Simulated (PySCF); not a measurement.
Job file and geometry (Å, from GFN2-xTB) of an NMR shielding run on `InChI=1S/C6H7FN2S/c1-4-3-5(7)6(10-2)9-8-4/h3H,1-2H3`, PySCF, GIAO PBE0/pcSseg-1 NMR shielding, non-relativistic, gas phase; density fitting, a coarse starting grid and PySCF grid level 2 are the driver's defaults:

```
{"job": {"kind": "nmr", "xc": "PBE0", "basis": "pcSseg-1"}, "charge": 0, "multiplicity": 1}
C      3.336384     0.754219     0.415671
S      2.696583    -0.889843     0.005000
C      0.998130    -0.520415    -0.113861
N      0.601698     0.723885     0.094876
N     -0.652240     1.052783     0.019033
C     -1.584503     0.167010    -0.267192
C     -2.994080     0.651897    -0.329036
C     -1.263182    -1.183190    -0.505428
C      0.060188    -1.524994    -0.425501
F      0.460441    -2.787321    -0.638636
H      2.890253     1.086546     1.346757
H      4.411325     0.646998     0.515472
H      3.086270     1.442221    -0.384599
H     -3.608906     0.118257     0.393823
H     -3.409439     0.477374    -1.320172
H     -3.018727     1.714805    -0.109851
H     -2.017193    -1.918204    -0.739869
```

Question: What does the program print?

Answer: 
```
coarse grid: 15696 points
cycle   1  E = -839.5200325417  dE =  1.771e+00  |g| = 5.656e-01  |ddm| = 4.150e+00
cycle   2  E = -839.4510103957  dE =  6.902e-02  |g| = 8.210e-01  |ddm| = 1.334e+00
cycle   3  E = -839.5807115076  dE = -1.297e-01  |g| = 1.499e-01  |ddm| = 8.560e-01
cycle   4  E = -839.5850920400  dE = -4.381e-03  |g| = 7.071e-02  |ddm| = 1.892e-01
cycle   5  E = -839.5862260338  dE = -1.134e-03  |g| = 1.700e-02  |ddm| = 9.006e-02
cycle   6  E = -839.5862786661  dE = -5.263e-05  |g| = 6.450e-03  |ddm| = 2.161e-02
cycle   7  E = -839.5862871688  dE = -8.503e-06  |g| = 2.161e-03  |ddm| = 7.267e-03
final grid: 150192 points
cycle   8  E = -839.6512911698  dE = -3.477e-05  |g| = 1.084e-02  |ddm| = 4.685e-02
cycle   9  E = -839.6512463305  dE =  4.484e-05  |g| = 1.752e-02  |ddm| = 2.808e-02
cycle  10  E = -839.6513175794  dE = -7.125e-05  |g| = 2.833e-03  |ddm| = 1.943e-02
cycle  11  E = -839.6513195103  dE = -1.931e-06  |g| = 5.050e-04  |ddm| = 3.056e-03
cycle  12  E = -839.6513195590  dE = -4.862e-08  |g| = 1.841e-04  |ddm| = 6.223e-04
cycle  13  E = -839.6513195641  dE = -5.164e-09  |g| = 6.601e-05  |ddm| = 2.024e-04
cycle  14  E = -839.6513195651  dE = -1.031e-09  |g| = 2.376e-05  |ddm| = 9.665e-05
cycle  15  E = -839.6513195653  dE = -1.216e-10  |g| = 6.454e-06  |ddm| = 2.710e-05
converged SCF energy = -839.6513195653

GIAO shielding tensors (ppm)
atom      isotropic    diamagn.    paramagn.     s11        s22        s33       span
  0 C      168.082     249.686     -81.605    160.079    165.221    178.944     18.865
  1 S      493.191    1056.245    -563.054    306.213    440.345    733.014    426.800
  2 C       28.783     260.635    -231.853    -53.529      6.459    133.418    186.947
  3 N     -170.543     330.049    -500.592   -547.958   -179.186    215.514    763.472
  4 N     -173.003     327.505    -500.508   -567.816   -175.742    224.549    792.365
  5 C       27.061     257.148    -230.087    -79.469     21.558    139.094    218.563
  6 C      162.563     247.923     -85.360    142.706    155.256    189.726     47.020
  7 C       72.115     258.767    -186.652    -17.708     68.651    165.402    183.110
  8 C       17.174     252.048    -234.874    -69.621     33.323     87.821    157.441
  9 F      297.664     474.329    -176.665    233.878    282.958    376.155    142.278
 10 H       28.670      30.640      -1.970     23.546     25.939     36.526     12.980
 11 H       29.470      27.048       2.422     24.388     26.951     37.071     12.683
 12 H       28.658      30.445      -1.787     23.531     25.935     36.509     12.978
 13 H       28.968      27.988       0.979     24.905     27.934     34.064      9.159
 14 H       28.961      27.739       1.221     24.917     27.900     34.065      9.148
 15 H       28.593      28.561       0.031     24.248     26.956     34.575     10.327
 16 H       24.799      31.871      -7.072     20.813     23.661     29.923      9.110
```

Question: Turn these shieldings into chemical shifts. Referencing at the same level of theory: TMS for ¹³C (σ = 186.93 ppm) and ¹H (σ = 31.72 ppm); ³³S (σ = 503.73 ppm) against CS2; ¹⁵N (σ = 267.73 ppm) against NH3; ¹⁹F (σ = 170.95 ppm) vs CFCl3.

Answer: Averaging equivalent atoms: C 8: 169.8; C 5: 159.9; C 2: 158.1; C 7: 114.8; C 6: 24.4; C 0: 18.8; S 1: 11; N 4: 440.7; N 3: 438.3; F 9: -126.7; H 16: 6.92; H 13/14/15: 2.88; H 10/11/12: 2.78 ppm. Unscaled 19F shifts against computed CFCl3 carry errors that often reach 10 to 50 ppm. Experimental scales use liquid or dissolved standards, which lie at an offset from isolated NH3 (liquid NH3: subtract about 20 ppm). Unscaled 15N shifts of sp2 nitrogen come out 20 to 40 ppm too high even then.

Size and cost of the density-fitted run: 212 basis functions, of the order of 90 core-seconds.
